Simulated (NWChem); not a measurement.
System: C2H7Sb; SMILES [CH3][SbH][CH3]

The following NWChem deck was run.

```
start job
memory heap 200 mb stack 900 mb global 1100 mb
geometry units angstroms noautosym nocenter noautoz
  Sb    -0.382904     0.014962     0.000000
  H     -0.541959    -1.700651     0.000000
  C      1.086726     0.009519     1.603615
  H      1.886958    -0.714287     1.397685
  H      1.519281     1.015991     1.696511
  H      0.595438    -0.249440     2.552251
  C      1.086726     0.009519    -1.603615
  H      1.886958    -0.714287    -1.397685
  H      0.595438    -0.249440    -2.552251
  H      1.519281     1.015991    -1.696511
end
basis spherical
  * library def2-svpd
end
ecp
  Sb library def2-ecp
end
dft
  xc b3lyp
  iterations 150
end
property
  response 1 0.0
end
task dft property
```

Parts of the log:

```
             Northwest Computational Chemistry Package (NWChem) 7.3.0
             --------------------------------------------------------

                             Geometry "geometry" -> ""
                             -------------------------

 Output coordinates in angstroms (scale by  1.889725989 to convert to a.u.)

  No.       Tag          Charge          X              Y              Z
 ---- ---------------- ---------- -------------- -------------- --------------
    1 Sb                  51.0000    -0.38290400     0.01496200     0.00000000
    2 H                    1.0000    -0.54195900    -1.70065100     0.00000000
    3 C                    6.0000     1.08672600     0.00951900     1.60361500
    4 H                    1.0000     1.88695800    -0.71428700     1.39768500
    5 H                    1.0000     1.51928100     1.01599100     1.69651100
    6 H                    1.0000     0.59543800    -0.24944000     2.55225100
    7 C                    6.0000     1.08672600     0.00951900    -1.60361500
    8 H                    1.0000     1.88695800    -0.71428700    -1.39768500
    9 H                    1.0000     0.59543800    -0.24944000    -2.55225100
   10 H                    1.0000     1.51928100     1.01599100    -1.69651100

 Effective nuclear repulsion energy (a.u.)     258.2537656268

                                 NWChem DFT Module
                                 -----------------

 Summary of "ao basis" -> "ao basis" (spherical)
 ------------------------------------------------------------------------------
       Tag                 Description            Shells   Functions and Types
 ---------------- ------------------------------  ------  ---------------------
 Sb                        def2-svpd                12       32   5s4p3d
 H                         def2-svpd                 4        8   2s2p
 C                         def2-svpd                 8       20   4s2p2d

            General Information
            -------------------
          SCF calculation type: DFT
          Wavefunction type:  closed shell.
          No. of atoms     :    10
          No. of electrons :    42
           Alpha electrons :    21
            Beta electrons :    21
          Charge           :     0
          Spin multiplicity:     1
          Use of symmetry is: off; symmetry adaption is: off
          Maximum number of iterations: 150
          AO basis - number of functions:   128
                     number of shells:    56
          Convergence on energy requested:  1.00D-06
          Convergence on density requested:  1.00D-05
          Convergence on gradient requested:  5.00D-04

              XC Information
              --------------
                         B3LYP Method XC Potential
                     Hartree-Fock (Exact) Exchange  0.200
                        Slater Exchange Functional  0.800 local
                    Becke 1988 Exchange Functional  0.720 non-local
              Lee-Yang-Parr Correlation Functional  0.810
                  VWN I RPA Correlation Functional  0.190 local

             Grid Information
             ----------------
          Grid used for XC integration:  medium
          Radial quadrature: Mura-Knowles
          Angular quadrature: Lebedev.
          Tag              B.-S. Rad. Rad. Pts. Rad. Cut. Ang. Pts.
          ---              ---------- --------- --------- ---------
          Sb                  1.45      123          10.0       590
          H                   0.35       45          13.0       434
          C                   0.70       49          11.0       434
          Grid pruning is: on
          Number of quadrature shells:   536
          Spatial weights used:  Erf1

      Superposition of Atomic Density Guess
      -------------------------------------

 Sum of atomic energies:        -356.35354916

      Non-variational initial energy
      ------------------------------

 Total energy =    -319.310955
 1-e energy   =    -792.938171
 2-e energy   =     338.050982
 HOMO         =      -0.258026
 LUMO         =       0.019091

   convergence    iter        energy       DeltaE   RMS-Dens  Diis-err
 ---------------- ----- ----------------- --------- --------- ---------
 d= 0,ls=0.0,diis     1   -320.6608855396 -4.56D+02  9.62D-03  2.04D-01
 d= 0,ls=0.0,diis     2   -320.6823247686 -2.14D-02  2.42D-03  3.11D-02
 d= 0,ls=0.0,diis     3   -320.6827231333 -3.98D-04  1.08D-03  3.12D-02
 d= 0,ls=0.0,diis     4   -320.6872567680 -4.53D-03  1.99D-04  2.77D-04
 d= 0,ls=0.0,diis     5   -320.6872992995 -4.25D-05  3.82D-05  1.39D-05
  Resetting Diis
 d= 0,ls=0.0,diis     6   -320.6873009028 -1.60D-06  6.70D-06  2.01D-07
 d= 0,ls=0.0,diis     7   -320.6873009398 -3.70D-08  3.11D-06  2.42D-08

         Total DFT energy =     -320.687300939758
      One electron energy =     -796.303561727332
           Coulomb energy =      372.918016801936
    Exchange-Corr. energy =      -32.877989756099
 Nuclear repulsion energy =      135.576233741738

 Numeric. integr. density =       42.000002376912

                       DFT Final Molecular Orbital Analysis
                       ------------------------------------

 Vector   19  Occ=2.000000D+00  E=-3.129083D-01
              MO Center=  1.3D-02, -6.1D-01, -2.4D-08, r^2= 3.4D+00
   Bfn.  Coefficient  Atom+Function         Bfn.  Coefficient  Atom+Function
  ----- ------------  ---------------      ----- ------------  ---------------
    33      0.354648   2 H  s                13     -0.299046   1 Sb py
    12     -0.217249   1 Sb px               16     -0.212442   1 Sb py
    45      0.148922   3 C  px               89      0.148922   7 C  px
    34      0.135599   2 H  s                69      0.134061   5 H  s
   121      0.134061  10 H  s                10      0.112944   1 Sb py

 Vector   20  Occ=2.000000D+00  E=-3.010413D-01
              MO Center=  5.9D-01, -1.6D-03,  1.2D-08, r^2= 3.6D+00
   Bfn.  Coefficient  Atom+Function         Bfn.  Coefficient  Atom+Function
  ----- ------------  ---------------      ----- ------------  ---------------
    14      0.381482   1 Sb pz               47     -0.281136   3 C  pz
    91     -0.281136   7 C  pz               17      0.196548   1 Sb pz
    45     -0.166979   3 C  px               89      0.166979   7 C  px
    11     -0.142142   1 Sb pz               50     -0.137873   3 C  pz
    94     -0.137873   7 C  pz               77     -0.134946   6 H  s

 Vector   21  Occ=2.000000D+00  E=-2.400053D-01
              MO Center= -3.6D-01,  1.0D-01,  2.5D-10, r^2= 3.3D+00
   Bfn.  Coefficient  Atom+Function         Bfn.  Coefficient  Atom+Function
  ----- ------------  ---------------      ----- ------------  ---------------
    12      0.377334   1 Sb px                3     -0.326237   1 Sb s
     4     -0.321378   1 Sb s                13     -0.259314   1 Sb py
    16     -0.163136   1 Sb py               45     -0.157395   3 C  px
    89     -0.157395   7 C  px               33      0.155276   2 H  s
     1      0.153456   1 Sb s                15      0.152348   1 Sb px

 Vector   22  Occ=0.000000D+00  E=-1.006729D-02
              MO Center= -2.6D-01, -1.7D-02, -9.1D-07, r^2= 7.1D+00
   Bfn.  Coefficient  Atom+Function         Bfn.  Coefficient  Atom+Function
  ----- ------------  ---------------      ----- ------------  ---------------
    44      1.558939   3 C  s                88     -1.558940   7 C  s
    78     -0.659286   6 H  s               114      0.659287   9 H  s
    31      0.491491   1 Sb d  1             43      0.409957   3 C  s
    87     -0.409957   7 C  s                14      0.348962   1 Sb pz
    70     -0.325912   5 H  s               122      0.325912  10 H  s

 Vector   23  Occ=0.000000D+00  E=-9.497753D-03
              MO Center=  1.5D-01,  5.8D-02,  8.6D-07, r^2= 7.0D+00
   Bfn.  Coefficient  Atom+Function         Bfn.  Coefficient  Atom+Function
  ----- ------------  ---------------      ----- ------------  ---------------
    44      0.930822   3 C  s                88      0.930820   7 C  s
    43      0.643560   3 C  s                87      0.643560   7 C  s
    62     -0.537895   4 H  s               106     -0.537895   8 H  s
    70     -0.415189   5 H  s               122     -0.415188  10 H  s
    78     -0.385791   6 H  s               114     -0.385790   9 H  s

 Vector   24  Occ=0.000000D+00  E= 2.103595D-02
              MO Center= -1.2D+00, -1.4D-01, -2.6D-08, r^2= 7.9D+00
   Bfn.  Coefficient  Atom+Function         Bfn.  Coefficient  Atom+Function
  ----- ------------  ---------------      ----- ------------  ---------------
     5      3.158290   1 Sb s                 4     -1.313766   1 Sb s
    44     -1.264799   3 C  s                88     -1.264799   7 C  s
    15      0.498209   1 Sb px                3     -0.430463   1 Sb s
    32      0.259862   1 Sb d  2             43      0.206138   3 C  s
    87      0.206138   7 C  s                16     -0.193111   1 Sb py

     Multipole analysis of the density
     ---------------------------------

     L   x y z        total         alpha         beta         nuclear
     -   - - -        -----         -----         ----         -------
     0   0 0 0     -0.000000    -21.000000    -21.000000     42.000000

     1   1 0 0      0.234907    -10.933017    -10.933017     22.100941
     1   0 1 0      0.097438      1.123755      1.123755     -2.150072
     1   0 0 1      0.000000      0.000000      0.000000     -0.000000

     2   2 0 0    -31.602203    -69.874692    -69.874692    108.147181
     2   1 1 0      0.546554     -1.527416     -1.527416      3.601386
     2   1 0 1     -0.000000     -0.000000     -0.000000     -0.000000
     2   0 2 0    -31.273067    -26.542167    -26.542167     21.811268
     2   0 1 1     -0.000000     -0.000000     -0.000000      0.000000
     2   0 0 2    -30.211904   -110.721715   -110.721715    191.231526

 *** CALLING NEW AORESP DRIVER FOR CLOSED AND OPEN SHELLS ***
 Entering AOResponse driver routine

--------------------------------------------------------------------------------

          -----------------------------------------------
          Solving response equations for perturbing field
          -----------------------------------------------

 number of frequencies:     1
 frequency in a.u.:  0.0000000E+00
 Perturbing field: electric
 Using El. Dipole Length Gauge

 Setting up CPKS with frequency omega =      0.00000000 a.u.

 STATIC response

                                NWChem CPHF Module
                                ------------------

  scftype          =     RHF
  nclosed          =       21
  nopen            =        0
  variables        =     2247
  # of vectors     =        3
  tolerance        = 0.10D-03
  level shift      = 0.00D+00
  max iterations   =       50
  max subspace     =       30

 SCF residual:    2.4277923874513229E-004

Iterative solution of linear equations
  No. of variables     2247
  No. of equations        3
  Maximum subspace       30
        Iterations       50
       Convergence  1.0D-04

   iter   nsub   residual    time
   ----  ------  --------  ---------
     1      3    3.58D+00      52.9
     2      6    1.46D+00      61.7
     3      9    3.85D-01      71.6
     4     12    3.01D-02      81.6
     5     15    8.09D-03      90.1
     6     18    5.65D-04      98.0
     7     21    1.09D-04     106.9
     8     24    9.40D-06     116.5

 Electric Dipole Response Matrix (nonzero elements):

              1        2        3
    1   73.4355   1.2314  -0.0000
    2    1.2314  64.0056   0.0000
    3   -0.0000   0.0000  80.9121

 ------------------------------------------
 average:        72.78440 + I       0.00000

 DFT Linear Response polarizability / au
 Frequency  =       0.0000000 / au
              X              Y              Z
 -----------------------------------------------
 X      73.4355367      1.2313976     -0.0000000
 Y       1.2313943     64.0055523      0.0000000
 Z      -0.0000000      0.0000000     80.9120964
 -----------------------------------------------
 Eigenvalues =      73.5936843     63.8474047     80.9120964
 Isotropic   =      72.7843951
 Anisotropic =      14.8282302
 -----------------------------------------------

 Magnetic Dipole Response Matrix (nonzero elements):

 Exiting AOResponse driver routine
```

Level: B3LYP/def2-SVPD with def2 effective core potentials on Sb. Geometry: optimised at PBE0/def2-SVP. No frequency run checked for a minimum. def2 effective core potentials on Sb; no spin-orbit coupling.
